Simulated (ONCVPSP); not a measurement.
## LDA (Perdew-Wang 92) ONCV dataset for lithium (Li), scalar-relativistic all-electron reference.

lithium, optimised norm-conserving Vanderbilt (ONCV), made with ONCVPSP 4.0.1 (LDA (Perdew-Wang 92), scalar-relativistic). Core [He], reference 2s0.5 2p0.5. Waves: 2s: rc 3.25 bohr, ncon 4, nbas 8, qcut 1.7 1/bohr, 2 projectors, debl 3.3 Ha; 2p: rc 4.00 bohr, ncon 3, nbas 7, qcut 2.3 1/bohr, 2 projectors, debl 2.1 Ha. Local part: polynomial inside 2.20 bohr (lpopt 5, dvloc0 0 Ha). Core correction: none.

All-electron outer shells of the reference configuration (LDA (PZ), scalar-relativistic, ld1.x):

```json
{"shell": "1s", "level (eV)": "-51.85", "outermost node (bohr)": "–", "outermost maximum (bohr)": "0.36"}
{"shell": "2s", "level (eV)": "-3.13", "outermost node (bohr)": "0.84", "outermost maximum (bohr)": "3.08"}
{"shell": "2p", "level (eV)": "-1.38", "outermost node (bohr)": "–", "outermost maximum (bohr)": "3.86"}
```

Calculated quality:

```json
{"Cutoffs needed": "1.5 Ha and 8.9 Ha (the cutoffs (Ha) at which the residual kinetic energy of the hardest occupied pseudo-wave falls to 1 and 0.1 mHa per electron) The cutoffs count occupied waves only; projector 2 of the s channel, the hardest unoccupied one, needs 25 Ha at the loose tolerance.", "Ghost test": "no bound ghost flagged; GHOST(+) flagged for p at 58.1 eV", "Largest excitation error": "+4.2 meV (all-electron minus pseudo) for 2s0.5 2p0, out of 3 test configurations"}
```

Generation and tests took about 2 s on one core of a shared server CPU.
